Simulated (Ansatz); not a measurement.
`C[Si](C)(C)C#Cc1ccc(-c2ccc(-c3ccc(-c4ccc(C#C[Si](C)(C)C)s4)s3)s2)s1` with charge -1. Total charge -1; doublet. Geometry PBE-D4/def2-SVP, that of the neutral singlet; atoms count from 1.

Cartesian coordinates in Å:
```
C -5.849 3.019 -10.301
Si -6.939 2.771 -8.776
C -8.064 4.268 -8.520
C -7.961 1.191 -8.948
C -5.854 2.610 -7.288
C -5.129 2.524 -6.288
C -4.307 2.434 -5.151
C -3.950 3.436 -4.241
C -3.100 2.980 -3.211
C -2.783 1.621 -3.305
C -1.951 0.826 -2.437
C -1.633 -0.532 -2.514
C -0.780 -0.973 -1.478
C -0.422 0.038 -0.581
C 0.421 -0.034 0.583
C 0.790 0.979 1.472
C 1.640 0.537 2.511
C 1.943 -0.825 2.444
C 2.766 -1.622 3.317
C 3.054 -2.989 3.243
C 3.904 -3.445 4.273
C 4.290 -2.436 5.163
C 5.121 -2.526 6.293
C 5.854 -2.610 7.288
Si 6.953 -2.770 8.765
C 8.751 -2.824 8.181
C 6.668 -1.276 9.887
C 6.507 -4.373 9.664
S 3.571 -0.901 4.693
S 1.151 -1.556 1.060
S -1.168 1.555 -1.047
S -3.559 0.906 -4.700
H -5.167 2.157 -10.447
H -5.228 3.932 -10.201
H -6.473 3.124 -11.213
H -7.469 5.195 -8.393
H -8.734 4.406 -9.394
H -8.696 4.141 -7.618
H -7.307 0.304 -9.072
H -8.595 1.026 -8.053
H -8.626 1.253 -9.835
H -4.312 4.467 -4.343
H -2.716 3.621 -2.405
H -2.018 -1.184 -3.311
H -0.423 -2.007 -1.376
H 0.445 2.016 1.361
H 2.032 1.191 3.302
H 2.648 -3.636 2.452
H 4.244 -4.482 4.389
H 8.922 -3.683 7.501
H 9.019 -1.898 7.634
H 9.439 -2.927 9.046
H 5.612 -1.226 10.223
H 7.314 -1.338 10.787
H 6.904 -0.330 9.359
H 6.646 -5.251 9.001
H 5.450 -4.361 9.998
H 7.151 -4.511 10.557
```

Single mean-field runs in def2-SVP are fitted with def2-universal-jkfit.

(1) Estimate the Mulliken populations of the heavy atoms from the PBE0/def2-SVP orbitals of Ansatz.

(2) Where does the spin sit?

(3) And the Mayer bond orders between heavy atoms (over 0.3)?

Results:

(1) 
```csv
atom,charge (e),spin (α − β)
C1,-0.32,0.00
Si2,0.52,0.00
C3,-0.32,0.00
C4,-0.32,0.00
C5,-0.46,0.10
C6,0.16,-0.05
C7,-0.20,0.12
C8,0.04,-0.05
C9,-0.07,0.08
C10,-0.08,0.00
C11,-0.09,0.10
C12,-0.04,-0.02
C13,-0.05,0.04
C14,-0.08,0.05
C15,-0.08,0.05
C16,-0.05,0.04
C17,-0.04,-0.02
C18,-0.09,0.10
C19,-0.08,0.00
C20,-0.07,0.08
C21,0.04,-0.05
C22,-0.20,0.12
C23,0.16,-0.05
C24,-0.46,0.10
Si25,0.52,0.00
C26,-0.32,0.00
C27,-0.32,0.00
C28,-0.32,0.00
S29,0.10,0.06
S30,0.06,0.07
S31,0.06,0.07
S32,0.10,0.06
```
Mulliken values depend strongly on the basis.

(2) Summed by element: C 0.75, Si 0.01, S 0.25, H 0.00, of 1 unpaired in all. Largest on single atoms: C22 0.12, C7 0.12, C18 0.10.

(3) C1–Si2 1.00 (1.89 Å); Si2–C3 1.01 (1.89 Å); Si2–C4 1.01 (1.89 Å); Si2–C5 0.91 (1.85 Å); C5–C6 2.64 (1.24 Å); C6–C7 1.10 (1.41 Å); C7–C8 1.42 (1.40 Å); C7–S32 1.05 (1.76 Å); C8–C9 1.34 (1.41 Å); C9–C10 1.39 (1.40 Å); C10–C11 1.26 (1.44 Å); C10–S32 1.10 (1.75 Å); C11–C12 1.40 (1.40 Å); C11–S31 1.07 (1.75 Å); C12–C13 1.37 (1.41 Å); C13–C14 1.39 (1.40 Å); C14–C15 1.28 (1.44 Å); C14–S31 1.08 (1.75 Å); C15–C16 1.39 (1.40 Å); C15–S30 1.08 (1.75 Å); C16–C17 1.37 (1.41 Å); C17–C18 1.40 (1.40 Å); C18–C19 1.26 (1.44 Å); C18–S30 1.07 (1.75 Å); C19–C20 1.39 (1.40 Å); C19–S29 1.10 (1.75 Å); C20–C21 1.34 (1.41 Å); C21–C22 1.42 (1.40 Å); C22–C23 1.10 (1.41 Å); C22–S29 1.05 (1.76 Å); C23–C24 2.64 (1.24 Å); C24–Si25 0.91 (1.85 Å); Si25–C26 1.00 (1.89 Å); Si25–C27 1.01 (1.89 Å); Si25–C28 1.01 (1.89 Å).
